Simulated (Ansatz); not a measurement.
A nudged elastic band was laid between two geometries of CH3BF2 + H2Se (10 atoms, charge 0, multiplicity 1).

Computed with RKS B3LYP-D4/def2-SVP in Ansatz.

| Property | Result |
| --- | --- |
| movable images | 7 |
| climbing image | yes |
| spring | 5.0 eV/Å² |
| optimiser | quadratic models (default) |
| start path | through a guess of the saddle point |
| force threshold | 0.03 eV/Å |
| iteration limit | 60 |
| end points | relaxed |

Image 0:

```xyz
10
Properties=species:S:1:pos:R:3
B -0.671 0.511 -0.608
C 0.707 0.204 -1.277
F -1.780 -0.137 -0.947
F -0.834 1.528 0.235
H 0.908 -0.765 2.497
Se -0.308 -1.420 1.976
H 0.782 0.781 -2.216
H 0.805 -0.860 -1.540
H 1.552 0.504 -0.640
H -1.162 -0.346 2.519
```

Image 8:

```xyz
10
Properties=species:S:1:pos:R:3
B -1.599 0.173 0.422
C 1.478 -0.073 -1.002
F -2.016 -0.317 -0.731
F -1.263 1.449 0.479
H 1.126 -0.589 -0.098
Se -1.513 -1.001 1.979
H 0.658 0.505 -1.451
H 1.837 -0.819 -1.727
H 2.301 0.606 -0.735
H -1.009 0.065 2.864
```

(1) What changes between the two ends?

(2) Give the energies along the band, and the barrier.

(3) What is the geometry of the highest image?

Answers

(1) Bonds broken: B1–C2, H5–Se6. Bonds formed: B1–Se6, C2–H5. CH3BF2 + H2Se becomes BF2HSe + CH4.

(2) The run converged. The highest image is number 5 of 0 to 8, 37.6 kcal/mol above the first end and 45.4 kcal/mol above the last; the last end lies 7.8 kcal/mol below the first. Neighbouring images differ by up to 1.4 eV, so the band resolves the path poorly. A vibrational analysis at the climbing image gives one clearly imaginary mode, 1074i cm⁻¹: a first-order saddle point. The orbitals stay closed-shell, which can raise the energy where a bond breaks towards radicals; this wasn't checked here.

```
image  path coordinate (Å)  energy (kcal/mol)  B1–C2 (Å)  H5–Se6 (Å)  B1–Se6 (Å)
    0                 0.00                0.0       1.56        1.48        3.25
    1                 0.78                0.1       1.56        1.48        3.28
    2                 1.55                0.3       1.56        1.47        3.25
    3                 2.33                1.9       1.57        1.47        3.26
    4                 3.11               10.7       1.58        1.49        2.84
    5                 3.88               37.6       1.77        1.81        2.28
    6                 4.73                5.0       2.47        2.40        2.00
    7                 5.58               -6.3       3.04        2.86        1.96
    8                 6.43               -7.8       3.40        3.38        1.95
```

(3) 
```xyz
10
Properties=species:S:1:pos:R:3
B -0.800 0.207 -0.127
C 0.841 0.057 -0.777
F -1.654 -0.364 -0.996
F -0.993 1.482 0.255
H 0.283 -0.560 0.374
Se -0.797 -1.120 1.721
H 0.569 0.733 -1.605
H 1.143 -0.908 -1.206
H 1.665 0.517 -0.213
H -0.258 -0.045 2.576
```

Run time: 6.4 min on 2 threads of AMD EPYC 7R13 Processor (Zen 3) (shared host), peak memory 0.3 GiB.
